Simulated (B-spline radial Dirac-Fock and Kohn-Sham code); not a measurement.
Core and valence levels of Hg⁷¹⁺

System: Hg⁷¹⁺, 1s2 2s2 2p5; nuclear rms radius 5.4648 fm (A = 202).

Level of theory: ΔSCF Dirac-Fock with Breit, self-energy and vacuum polarisation, finite nucleus, configuration average; an atomic code on a B-spline grid. No correlation. Energies are counted from the vacuum level.

All terms are in eV, carry their sign (relaxation lowers the binding energy) and add up to the binding energy; ⟨r⟩ is the mean radius of the orbital in the initial state.

```csv
subshell,−ε (Koopmans),relaxation,Gaunt,retardation,QED,binding energy,⟨r⟩ (bohr)
1s,90787.1,-21.80,-297.54,22.20,-158.07,90331.9,0.017
2s,21489.7,-2.38,-33.57,2.10,-25.40,21430.4,0.068
2p,19645.0,-3.04,-44.10,7.82,-2.63,19603.0,0.064
```

For the deepest level, K (1s), the Breit terms make up -0.305 % of the binding energy, QED -0.175 % and orbital relaxation -0.024 %.

Going to the tabulated ground configuration of the next ion removes an electron from L2,3 (2p), computed at 19603.0 eV. NIST lists 18910 ± 60 eV as the ionisation energy of this species (theoretical), -693.01 eV from the computed value. Where a p, d or f shell is open in either ion the computed value averages over both j values and all terms, while the table refers to the lowest levels; that difference holds spin-orbit splitting (largest in heavy or highly charged ions), term energies where several electrons share open shells, and correlation, and it can reach 10 % or more.
